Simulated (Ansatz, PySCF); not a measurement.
C₄H₃ClF₂, SMILES FC(C#C)(CCl)F. Atoms are numbered in the order given.

```xyz
10

C      2.4900    -0.4058    -0.2651
C      1.3118    -0.5570    -0.0456
C     -0.1299    -0.7179     0.1860
F     -0.4001    -0.6190     1.5146
F     -0.5199    -1.9706    -0.2052
C     -1.0089     0.2629    -0.5876
Cl    -0.6453     1.9634    -0.1828
H      3.5399    -0.2740    -0.4525
H     -0.8553     0.1138    -1.6635
H     -2.0541     0.0507    -0.3262
```

The structure is a stationary point at B3LYP-D3(BJ)/def2-SVP. The structure was generated by enumeration, and PubChem lists no compound with its InChIKey, so it may never have been made. The values are those of a single conformer.

Two levels are set side by side: PBE-D3(BJ)/def2-SVP (Ansatz, a first-principles code) and B3LYP-D3(BJ)/def2-SVP (Ansatz). Each level has its own optimised geometry; the coordinates shown are those of the second. Frequencies come from the Hessian of PySCF at each geometry. Differences are taken from unrounded values.

```json
[
 {"quantity": "mean bond length (Å)", "B3LYP-D3(BJ)": "1.332"},
 {"quantity": "bond C1–C2 (Å)", "B3LYP-D3(BJ)": "1.208"},
 {"quantity": "bond C2–C3 (Å)", "B3LYP-D3(BJ)": "1.469"},
 {"quantity": "bond C3–F4 (Å)", "B3LYP-D3(BJ)": "1.359"},
 {"quantity": "bond C3–F5 (Å)", "B3LYP-D3(BJ)": "1.369"},
 {"quantity": "bond C3–C6 (Å)", "B3LYP-D3(BJ)": "1.527"},
 {"quantity": "bond C6–Cl7 (Å)", "B3LYP-D3(BJ)": "1.785"},
 {"quantity": "bond C1–H8 (Å)", "B3LYP-D3(BJ)": "1.075"},
 {"quantity": "bond C6–H9 (Å)", "B3LYP-D3(BJ)": "1.097"},
 {"quantity": "bond C6–H10 (Å)", "B3LYP-D3(BJ)": "1.098"},
 {"quantity": "highest harmonic wavenumber (cm⁻¹)", "B3LYP-D3(BJ)": "3467"},
 {"quantity": "mean harmonic wavenumber (cm⁻¹)", "B3LYP-D3(BJ)": "1103"},
 {"quantity": "zero-point energy (kcal/mol)", "B3LYP-D3(BJ)": "37.83"}
]
```

Task: What does PBE-D3(BJ) give, and how far is it from B3LYP-D3(BJ)? (An estimate is asked for; the answer gives what the named calculation found.)

Result: 
```json
[
 {"quantity": "mean bond length (Å)", "PBE-D3(BJ)": "1.339", "PBE-D3(BJ) minus B3LYP-D3(BJ)": "0.007"},
 {"quantity": "bond C1–C2 (Å)", "PBE-D3(BJ)": "1.220", "PBE-D3(BJ) minus B3LYP-D3(BJ)": "0.012"},
 {"quantity": "bond C2–C3 (Å)", "PBE-D3(BJ)": "1.470", "PBE-D3(BJ) minus B3LYP-D3(BJ)": "0.001"},
 {"quantity": "bond C3–F4 (Å)", "PBE-D3(BJ)": "1.369", "PBE-D3(BJ) minus B3LYP-D3(BJ)": "0.010"},
 {"quantity": "bond C3–F5 (Å)", "PBE-D3(BJ)": "1.380", "PBE-D3(BJ) minus B3LYP-D3(BJ)": "0.011"},
 {"quantity": "bond C3–C6 (Å)", "PBE-D3(BJ)": "1.533", "PBE-D3(BJ) minus B3LYP-D3(BJ)": "0.005"},
 {"quantity": "bond C6–Cl7 (Å)", "PBE-D3(BJ)": "1.784", "PBE-D3(BJ) minus B3LYP-D3(BJ)": "-0.002"},
 {"quantity": "bond C1–H8 (Å)", "PBE-D3(BJ)": "1.082", "PBE-D3(BJ) minus B3LYP-D3(BJ)": "0.007"},
 {"quantity": "bond C6–H9 (Å)", "PBE-D3(BJ)": "1.106", "PBE-D3(BJ) minus B3LYP-D3(BJ)": "0.009"},
 {"quantity": "bond C6–H10 (Å)", "PBE-D3(BJ)": "1.107", "PBE-D3(BJ) minus B3LYP-D3(BJ)": "0.009"},
 {"quantity": "highest harmonic wavenumber (cm⁻¹)", "PBE-D3(BJ)": "3403", "PBE-D3(BJ) minus B3LYP-D3(BJ)": "-64"},
 {"quantity": "mean harmonic wavenumber (cm⁻¹)", "PBE-D3(BJ)": "1067", "PBE-D3(BJ) minus B3LYP-D3(BJ)": "-36"},
 {"quantity": "zero-point energy (kcal/mol)", "PBE-D3(BJ)": "36.61", "PBE-D3(BJ) minus B3LYP-D3(BJ)": "-1.22"}
]
```

Exact exchange shortens and stiffens bonds; PBE has none. Differences between two approximate levels are no errors against the true value.
